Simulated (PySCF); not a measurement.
# Ionising BeZn

LDA; basis Be x2c-SVPall, Zn x2c-SVPall; spin-free X2C with a Gaussian nucleus; PySCF 2.14. Neutral (UKS): singlet (closed shell), Re = 2.639 Å, ωe = 212 cm⁻¹, De = 0.33 eV, HOMO -4.82 eV, LUMO -2.46 eV.

BeZn⁺ (UKS): doublet (σ ↑), Re = 2.343 Å, ωe = 378 cm⁻¹, De = 1.92 eV to Be⁺ + Zn. The energies at the minima are -1807.03027 hartree for BeZn and -1806.75900 for BeZn⁺.

(1) Work out the adiabatic ionisation energy, without and with harmonic zero-point energies (1 hartree = 27.2114 eV, 1 eV = 8065.5 cm⁻¹), and the change of the bond length.

Closed-shell solutions of metal pairs were not tested for spin polarisation, which can lower them a little. Weak bonds: BeZn. Basis-set superposition, not corrected here, can be much of De in a small basis, most of all at correlated wavefunction levels. For an ion De counts to the pair picked by the measured ionisation energies or electron affinities, which need not be the lowest pair at this level. States were picked by a PBE0 search and need not be the measured ground states.

Answers

(1) At LDA: 0.27127 hartree = 7.382 eV between the minima; the zero-point term (378.0 − 212.0)/2 cm⁻¹ = +0.010 eV makes it 7.392 eV. Re changes by -29.6 pm against the neutral. Minus the HOMO energy is 4.82 eV, -2.56 eV from the value between the minima; self-interaction puts the Kohn–Sham level too high, less so with exact exchange. The electron leaves a σ orbital, and the shorter bond of the ion fits an antibonding orbital, or a change in how ionic the bond is.
